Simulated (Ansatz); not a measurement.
## Which is lower?

The two ends of one reaction step of SiN$_{2}$H$_{6}$O, singlet (PBE0-D4/def2-TZVP).

A:

```
10
angstrom
Si 0.6503 1.6204 -0.5322
O -0.7223 -1.8006 0.0727
H -0.9272 -1.0066 -0.4389
N 1.5690 0.3498 0.1477
N -0.9214 1.1630 0.0389
H -0.6007 -2.5025 -0.5697
H 2.5659 0.3083 0.0168
H 1.1946 -0.4854 0.5799
H -1.7075 1.7570 -0.1725
H -1.1006 0.5966 0.8576
```

B:

Si1  (0.378, 0.013, -0.990)
O2  (-0.227, -1.543, -0.629)
H3  (-1.331, 0.044, 0.910)
N4  (1.517, 0.158, 0.337)
N5  (-1.136, 0.774, 0.229)
H6  (-0.467, -2.036, -1.413)
H7  (2.392, 0.623, 0.153)
H8  (1.657, -0.632, 0.953)
H9  (-1.993, 1.002, -0.264)
H10  (-0.791, 1.596, 0.713)
(Å)

Program: Ansatz 0.2.0. Basis: def2-TZVPP. Cores are frozen in the correlated methods. B3LYP uses VWN-RPA correlation.

Question: Which structure is lower at CCSD(T), and by how much? (To be estimated.)

Answer: By the calculation: B, by 47.2 kJ/mol (electronic energy, against the other). By their contacts, A is a complex of SiN₂H₄ ([NH2][Si][NH2]) + H₂O and B is SiN₂H₆O ([NH2][Si]([NH3])[OH]).

All methods give the same order:

```
      method  E(B) − E(A) (kJ/mol)
       SPW92                 -59.9
      PBE-D4                 -49.0
     BLYP-D4                 -42.2
   r2SCAN-D4                 -53.1
      B97M-V                 -51.2
     PBE0-D4                 -52.8
    B3LYP-D4                 -45.7
  r2SCAN0-D4                 -55.5
    BHLYP-D4                 -50.5
CAM-B3LYP-D4                 -48.4
     wB97X-V                 -52.6
     wB97M-V                 -50.3
      B2PLYP                 -46.1
    PBE-QIDH                 -55.0
  RPA on PBE                 -42.9
          HF                 -45.5
         MP2                 -49.5
        CCSD                 -47.0
     CCSD(T)                 -47.2
```

No T1 diagnostic of these runs exceeds 0.012.

Labels in which every atom is bracketed show which atoms are joined, not bond orders.

For scale, one of the runs: CCSD(T)/def2-TZVPP, 219 basis functions, launched by `ansatz run in.yaml --threads 4 --pin off --events-out ev --progress --plain --max-ram 9574MiB`. Time: 55 s of wall clock on 4 CPU threads of an Arm Neoverse V2; the host was shared. Peak host memory: 3.4 GiB.
